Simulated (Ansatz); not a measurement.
System: ethenyl(trifluoro)silane, C$_{2}$H$_{3}$F$_{3}$Si, net charge 0, singlet state. 
Structure (B3LYP-D3(BJ)/def2-TZVP (Ansatz, a first-principles code) minimum search):
SMILES: F[Si](F)(F)C=C
```xyz
9

C      2.3802    -0.3727    -0.1325
C      1.3690     0.0526     0.6229
Si    -0.3607     0.0621     0.0347
F     -0.4527    -0.4910    -1.4463
F     -1.3024    -0.8316     0.9415
F     -0.9844     1.5176     0.0445
H      2.2277    -0.7374    -1.1416
H      3.4029    -0.3737     0.2275
H      1.5783     0.4080     1.6280
```
Charge 0, spin multiplicity 1.

Parts of the frozen-core correlation energy in aug-cc-pV(Q+d)Z (Ansatz, hartree). Frozen orbitals: 10; correlated occupied orbitals by spin: 18 and 18; virtual: 599 and 599. Spin-orbit coupling is left out. Non-relativistic.

| term | value |
|---|---|
| reference (HF) | -665.14394 |
| MP2 opposite-spin | ___ |
| MP2 same-spin | -0.31641 |
| CCSD correlation | ___ |
| (T) | ___ |
| T1 diagnostic | 0.012 |
| largest doubles amplitude | 0.055 |

**Question.** Complete the blanks.

**Answer.** 
- MP2 opposite-spin, value: -0.97944
- CCSD correlation, value: -1.30389
- (T), value: -0.04824
